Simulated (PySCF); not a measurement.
SMILES Br[B]Br (BBr₂), doublet (B3LYP/def2-SVP optimised geometry):

```
3

Br     1.511    -0.760     0.000
B     -0.383    -0.760     0.000
Br    -1.511     0.760     0.000
```

Level of theory: unrestricted B3LYP/def2-TZVP (PySCF 2.14.0).

Problem. What are the frontier orbital energies (α orbitals alone; a β orbital can be the lowest empty one) and the dipole moment?

Solution. HOMO-2 -8.83 eV, HOMO-1 -8.59 eV, HOMO -6.08 eV, LUMO -2.40 eV, LUMO+1 0.46 eV; dipole moment 0.39 D.

On the same geometry unrestricted PBE/def2-TZVP (PySCF 2.14.0) gives HOMO-2 -7.89 eV, HOMO-1 -7.59 eV, HOMO -5.10 eV, LUMO -3.18 eV, LUMO+1 -0.30 eV; dipole moment 0.52 D.

Meta-Löwdin charges at B3LYP/def2-TZVP: Br1 0.03, B2 -0.06, Br3 0.03.
